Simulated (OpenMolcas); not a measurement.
**Ni2+: moving the ligands**

Ni2+ with 6 ligands (chloride) in octahedral coordination (Oh) at 2.45 Å. A charge of +0.667 e stands 2.8 Å behind each ligand. Ligand basis ANO-RCC-VDZP.

```yaml
Program: OpenMolcas
Method: CASSCF
Basis: ANO-RCC-VDZP [5s4p2d1f]
Scalar_Hamiltonian: DKH2, point nucleus
Active_space: 8 electrons in 5 orbitals (3d)
State_averaging: 2S+1 = 3 even, 10 roots; 2S+1 = 1 even, 15 roots
Spin-orbit_coupling: RASSI with atomic mean-field integrals over the reference wave functions
```

Runs around this geometry, states (labels of O, the rotations of Oh). Energies in cm-1 above the lowest state or level, χT in cm3 K/mol; 10Dq and B are least-squares fits to the states below 45000 cm-1, weighted by degeneracy, with a free offset, and given where the rms deviation is under 5 % of |10Dq| (or 100 cm-1) and under 700 cm-1.

| R (Å) | Ground state | First state of that spin | 10Dq | B (rms of fit) | First gap with spin-orbit (degeneracies) | χT at 300 K | First state of another spin |
| --- | --- | --- | --- | --- | --- | --- | --- |
| 2.38 | 3A2 | 3T2 4523 | 4618 | 1247 (61) | 4242 (3, 2) | 1.648 | 1E 17496 |
| 2.45 | 3A2 | 3T2 3690 | 3752 | 1254 (49) | 3406 (3, 2) | 1.790 | 1E 17412 |
| 2.5 | 3A2 | 3T2 3194 | 3241 | 1259 (43) | 2909 (3, 2) | 1.902 | 1E 17329 |

Taking |10Dq| as R^-n, n = -ln(3241 / 4618) / ln(2.5 / 2.38) = 7.2 between the shortest and longest distance. The point-charge formula for a cubic d site gives n = 5.

Without dynamic correlation the repulsion within the d shell is too large (B by tens of per cent), so at a given field states of lower spin stand too high. Ligand-to-metal charge-transfer states are missing. With no ligand orbital active B as a rule stays too high, so bands that hang on it stand too high and its fall with covalency is understated. With metal d orbitals alone and no dynamic correlation the field as a rule comes out too small, by tens of per cent, by up to half for chloride and softer ligands, and the orbital part of g and χT, which goes as 1/10Dq, too large. No measured value stands beside these numbers; the geometry is a model, was not optimised and need not be the one that this ion takes.
